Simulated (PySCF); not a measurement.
**UHF on He (helium, neutral)**

Configuration: 1s2, closed-shell 1S. All numbers are calculated (PySCF 2.14, scalar relativity by spin-free X2C-1e, in x2c-TZVPall).

| Item | Value |
| --- | --- |
| Total energy | -2.859993 hartree |
| One-electron energy | -3.8862 hartree |
| Hartree (Coulomb) energy | 2.0525 hartree |
| Exchange energy | -1.0262 hartree |
| ⟨S²⟩ | 0.0000 |
| ⟨L²⟩ | 0.000 |
| Sum of ⟨r⟩ | 1.852 bohr |
| Sum of ⟨r²⟩ | 2.353 bohr² |
| Langevin diamagnetic susceptibility | -1.86 ×10⁻⁶ cm³/mol |
| Time after the integrals | 0.04 s of wall time on 1 thread of Neoverse-N1 (shared host) |

| shell | electrons | mean orbital energy (eV) | rms radius, mean of both spins (bohr) |
| --- | --- | --- | --- |
| 1s | 2 | -24.950 | 1.08 |
